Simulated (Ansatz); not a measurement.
`C#CBCC`, charge 0, multiplicity 1.

**Question.** Give a relaxed structure at PBE0-D4/def2-TZVP (the Gaussian-basis code of Ansatz). (An estimate is asked.)

**Answer.** Ansatz gave: 
```xyz
12

C    -1.027   -2.562   -1.615
C    -0.547   -1.790   -0.818
B     0.065   -0.824    0.173
C    -0.168    0.712    0.060
C     0.779    1.612    0.841
H    -1.449   -3.245   -2.316
H     0.699   -1.284    1.081
H    -1.198    0.831    0.444
H    -0.248    1.020   -0.988
H     0.815    1.327    1.896
H     0.481    2.662    0.789
H     1.798    1.542    0.454
```
This is one stationary point; other conformers may exist.
